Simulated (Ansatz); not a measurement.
Ansatz (a program for electronic structure) input (r2SCAN0/def2-TZVPD):

Ansatz 0.2 input:
```yaml
crystal:
  periodic: [false, false, false]
  atoms:
    - {symbol: C, position_ang: [-0.05325798, 1.56288294, 0.21977705]}
    - {symbol: C, position_ang: [-0.40980896, 0.08480291, 0.25930687]}
    - {symbol: C, position_ang: [-1.71775829, -0.22871434, -0.44000999]}
    - {symbol: O, position_ang: [0.60725214, -0.69073573, -0.39973606]}
    - {symbol: C, position_ang: [1.75379242, -0.88129556, 0.29015315]}
    - {symbol: H, position_ang: [0.91243860, 1.74031365, 0.69347775]}
    - {symbol: H, position_ang: [-0.80975672, 2.14958304, 0.74400018]}
    - {symbol: H, position_ang: [0.00078800, 1.90948661, -0.81389437]}
    - {symbol: H, position_ang: [-0.45906921, -0.25306841, 1.30230955]}
    - {symbol: H, position_ang: [-1.66413917, 0.06569161, -1.48955737]}
    - {symbol: H, position_ang: [-1.93516915, -1.29573738, -0.39153000]}
    - {symbol: H, position_ang: [-2.53777583, 0.31620600, 0.02988877]}
    - {symbol: H, position_ang: [2.48038015, -1.48993304, -0.22602373]}
    - {symbol: H, position_ang: [1.71648291, -0.84271200, 1.37385529]}
basis:
  gaussian:
    orbitals: def2-TZVPD
hamiltonian:
  xc: {name: r2SCAN0}
magnetization: {spin_polarized: true, initial_magnetization: 1}
output: {forces: true}
```

End of the output:

```
integrals: 0.19 GiB planned
1339 factors; their error is unknown
0.43 GiB of the device are held for the grids
1.50 GiB of device memory are held for the factors and their scratch space
mean field: 2.06 GiB planned
mean field evaluation 1: about -6330.2911 eV, gradient 4.2e1 eV
mean field evaluation 2: about -6330.2232 eV, gradient 4.2e1 eV
mean field evaluation 4: about -6338.3308 eV, gradient 2.4e0 eV
mean field evaluation 8: about -6338.3560 eV, gradient 8.9e-2 eV
mean field evaluation 16: about -6338.3267 eV, gradient 6.1e-3 eV
mean field -6338.32669518 eV, -232.9292097758 hartree, gradient 6.4e-5 eV, S^2 0.756857; 0 other end points of the search recorded, 0 dependent functions left out
the calculation of the forces begins
reference -6338.32670971 eV, -232.9292103096 hartree; 21, 20 occupied and 248, 249 virtual orbitals, 1339 factors
Total energy: -6338.32670971 eV, -232.9292103096 hartree
Atom 0 at    -0.053258     1.562883     0.219777 Å, force    -0.040482    -0.151091    -0.019864 eV/Å
Atom 1 at    -0.409809     0.084803     0.259307 Å, force     0.186572    -0.059713    -0.155695 eV/Å
Atom 2 at    -1.717758    -0.228714    -0.440010 Å, force     0.131760     0.033117     0.045714 eV/Å
Atom 3 at     0.607252    -0.690736    -0.399736 Å, force    -0.074389     0.153025     0.269607 eV/Å
Atom 4 at     1.753792    -0.881296     0.290153 Å, force    -0.260131     0.043707    -0.069113 eV/Å
Atom 5 at     0.912439     1.740314     0.693478 Å, force    -0.096684    -0.029241    -0.044060 eV/Å
Atom 6 at    -0.809757     2.149583     0.744000 Å, force     0.080812    -0.074163    -0.056614 eV/Å
Atom 7 at     0.000788     1.909487    -0.813894 Å, force    -0.011335    -0.053767     0.108474 eV/Å
Atom 8 at    -0.459069    -0.253068     1.302310 Å, force     0.011668     0.023913    -0.094632 eV/Å
Atom 9 at    -1.664139     0.065692    -1.489557 Å, force     0.010643    -0.025559     0.119219 eV/Å
Atom 10 at    -1.935169    -1.295737    -0.391530 Å, force     0.038339     0.120329    -0.000885 eV/Å
Atom 11 at    -2.537776     0.316206     0.029889 Å, force     0.105949    -0.052621    -0.045149 eV/Å
Atom 12 at     2.480380    -1.489933    -0.226024 Å, force    -0.077069     0.070096     0.048630 eV/Å
Atom 13 at     1.716483    -0.842712     1.373855 Å, force    -0.005653     0.001970    -0.105632 eV/Å
Dipole moment:    -0.185714     0.109456     0.197481 e Å
```

It need not be the lowest isomer of its formula.
